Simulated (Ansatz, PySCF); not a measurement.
Molecule: sum formula H$_{3}$GeO$_{4}$, charge 0, multiplicity 2. It need not be the lowest isomer of its formula. 
Geometry from a B3LYP-D3(BJ)/def2-TZVP (Ansatz, a first-principles code) optimisation:
```xyz
8

O     -0.0608     1.2365    -1.3256
Ge     0.0002     0.0239    -0.0043
O     -1.1262     0.5833     1.2245
O     -0.3910    -1.4992    -0.8132
O      1.5487    -0.1998     0.8038
H     -0.7796     0.4515     2.1148
H     -1.1554    -1.4339    -1.3970
H      2.1635    -0.7475     0.3031
```
Charge 0, spin multiplicity 2.

Total electronic energies in hartree. Cores are frozen in the correlated levels unless marked. UHF or UKS for open shells. Spin-orbit coupling is left out. Frozen are the shells of the preceding noble gas and the d and f shells that filled before the atom's block. Non-relativistic. CBS(X,Y): correlation extrapolated as X^-3; Hartree-Fock from the larger set. [CCSD(T)-MP2]/basis is that difference in the basis named.

| level | program | energy (Eh) |
|---|---|---|
| HF/def2-TZVPD | PySCF | -2376.77218 |
| revPBE-D3(BJ)/def2-TZVPD | Ansatz + dftd3 | -2379.62340 |
| revPBE/def2-TZVPD | Ansatz | -2379.61143 |
| r2SCAN/def2-TZVPD | Ansatz | -2379.72441 |
| B3LYP/def2-TZVPD | Ansatz | -2379.91617 |
| LC-wPBE-D3(BJ)/def2-TZVPD | Ansatz + dftd3 | -2379.42936 |
| LC-wPBE-D4/def2-TZVPD | Ansatz + dftd4 | -2379.43105 |
| LC-wPBE/def2-TZVPD | Ansatz | -2379.42461 |
| B2GP-PLYP/def2-TZVPD | Ansatz | -2379.07831 |
| MP2/STO-3G | Ansatz | -2349.03759 |
| MP2/6-31G | Ansatz | -2376.67964 |
| RI-MP2/cc-pVTZ | Ansatz | -2377.82158 |
| SCS-MP2/cc-pVDZ | Ansatz | -2377.37036 |
| CCSD/cc-pVTZ | Ansatz | -2377.83660 |
| RI-MP2/CBS(cc-pVTZ,cc-pVQZ)+[CCSD(T)-MP2]/cc-pVTZ | Ansatz | -2378.0487 |

Totals of different functionals don't rank their quality; only differences between species are comparable.
